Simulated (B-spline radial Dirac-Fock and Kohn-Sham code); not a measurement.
## Ni¹⁸⁺: eigenvalues, ΔSCF and the reference

System: nickel as Ni¹⁸⁺, [He] 2s2 2p6.

The density-functional columns are spherical, spin-unpolarised Dirac-Kohn-Sham results without Breit or QED terms: −ε is minus the orbital energy of the initial state and ΔSCF the difference of two total energies. The reference in the last column comes from relaxed Dirac-Fock hole states (ΔSCF) with Breit and QED corrections and a finite nucleus. All numbers are from a radial B-spline solver, in eV; a selection of levels is shown. The Kohn-Sham columns are given as differences from the reference. For the 1s level of heavy atoms much of the gap between ΔSCF and the reference is the Breit and QED part, -14.5 eV here; for other levels the error of the functional can be larger.

```tsv
level	LDA −ε − DF	LDA ΔSCF − DF	Dirac-Fock
1s	-178.2	+15.6	9054.6
2s	-66.9	-20.0	1689.8
2p1/2	-50.1	+4.0	1556.3
2p3/2	-50.4	+2.9	1538.5
```

For the outermost level NIST gives 1540.1 ± 0.5 eV (measured); the differences from it are LDA −ε -52.05, LDA ΔSCF +1.29, Dirac-Fock -1.62 eV.

Values without a named source are computed, but for edge energies of neutral atoms, which are taken from tables.
